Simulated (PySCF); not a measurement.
# Exercise with solution: oscillator strength and radiative lifetime

C₃H₇BF₂O, SMILES O[C@@H](B(CF)F)C.

The structure is a stationary point at r2SCAN-D4/def2-SVP. The structure was generated by enumeration; whether it is a known compound was not checked. One conformer was computed; it need not be the lowest.

TDA-PBE0/def2-SVPD (PySCF) puts the first singlet state with f over 0.02 at 6.35 eV (vertical), with the transition dipole (0.377, -0.139, 0.119) in atomic units.

Task: Find the oscillator strength, the wavelength and the radiative lifetime that this transition would have in vacuum if emission retraced absorption.

Result: 
|μ|² = 0.1756 au, so |μ| = 1.07 D. ΔE = 6.35/27.211 = 0.2334 hartree. f = (2/3) ΔE |μ|² = 0.027 (the program prints 0.027).
λ = 1239.84/6.35 = 195 nm; ν = 51216 cm⁻¹.
Einstein's coefficient A = 0.6670 ν² f s⁻¹ (ν in cm⁻¹) = 4.8e7 s⁻¹, so τ = 1/A = 21 ns. This state is S2; the lower singlet has f = 0.001. The figure is the radiative limit of this one transition; relaxation, internal conversion, crossing to triplets and a medium change what is measured.
